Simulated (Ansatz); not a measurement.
`C[O][Al]([OH])[Br]` + `N[SiH]([SiH3])Br` → `[OH][Al]([Br])[Br]` + `CO[SiH](N)[SiH3]`  (redistribution)

Computed with Ansatz on PBE0-D4/def2-TZVP structures; ΔE is electronic, products minus reactants. CCSD(T)/CBS adds triple-zeta CCSD(T) − MP2 to the extrapolated MP2 energy (def2 sets, frozen cores). DFT in def2-TZVPP. B3LYP here is the variant with VWN-RPA as its local correlation; programs differ in this. For Br outer-core shells are correlated without core-valence functions, which leaves a few kJ/mol of doubt a bond. Scalar relativity is left out up to krypton. One conformer a species, not always the lowest.

```csv
level,ΔE (kcal/mol),difference from CCSD(T)/CBS
PBE-D4,-3.9,1.1
r2SCAN-D4,-4.5,0.5
PBE0-D4,-4.4,0.6
B3LYP-D4,-4.3,0.7
ωB97X-V,-4.9,0.1
B2PLYP,-4.3,0.7
r2SCAN,-4.4,0.6
PBE0,-4.1,0.9
B3LYP,-3.8,1.2
HF/def2-TZVPP,-5.5,-0.5
MP2/def2-TZVPP,-4.7,0.3
CCSD/def2-TZVPP,-5.1,-0.1
HF/def2-QZVPP,-5.4,-0.4
SCS-MP2/def2-QZVPP,-4.5,0.5
HF/CBS(def2),-5.4,-0.4
MP2/CBS(def2),-4.5,0.5
CCSD(T)/CBS,-5.0,0
```

Largest T1 diagnostic among the species: 0.012.
